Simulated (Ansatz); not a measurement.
CH3Cl3SZr, SMILES `C[S][Zr]([Cl])([Cl])[Cl]`. The species carries charge 0 and has multiplicity 1. Zr takes the def2 core potential.

```tsv
atom	x (Å)	y (Å)	z (Å)
C1	0.683	0.249	1.368
S2	-0.954	0.931	0.932
Zr3	-0.745	-0.135	-1.187
Cl4	1.148	0.699	-2.275
Cl5	-2.676	0.369	-2.367
Cl6	-0.533	-2.439	-0.863
H7	0.573	-0.396	2.238
H8	1.145	-0.353	0.573
H9	1.360	1.075	1.581
```

List the harmonic frequencies (cm⁻¹, unscaled) at PBE0-D4/def2-TZVP in Ansatz. (Best estimate.)

Computed: 73, 83, 93, 96, 105, 105, 117, 159, 372, 416, 423, 425, 705, 952, 980, 1372, 1431, 1480, 3003, 3119, 3179.

Is this a minimum?

Yes, all 21 modes are real.

Give the ideal-gas thermochemistry at 298.15 K and 1 bar (rigid rotor, harmonic oscillator; point group Cs, symmetry number 1).

Zero-point energy 111.8 kJ/mol; H(298) − E = 140.7 kJ/mol; entropy 438.5 J/(mol·K), of which translation 177.4, rotation 128.1, vibration 132.9; G(298) − E = 10.0 kJ/mol. Modes under 100 cm⁻¹ are hindered rotations or soft bends, so the harmonic entropy is rough.

And at 400, 500, 600, 800 and 1000 K?


```json
{"T (K)": "400", "H − E (kJ/mol)": "154.7", "S (J/mol/K)": "478.6", "G − E (kJ/mol)": "-36.8"}
{"T (K)": "500", "H − E (kJ/mol)": "169.4", "S (J/mol/K)": "511.4", "G − E (kJ/mol)": "-86.3"}
{"T (K)": "600", "H − E (kJ/mol)": "184.9", "S (J/mol/K)": "539.7", "G − E (kJ/mol)": "-138.9"}
{"T (K)": "800", "H − E (kJ/mol)": "217.7", "S (J/mol/K)": "586.9", "G − E (kJ/mol)": "-251.7"}
{"T (K)": "1000", "H − E (kJ/mol)": "252.5", "S (J/mol/K)": "625.6", "G − E (kJ/mol)": "-373.1"}
```
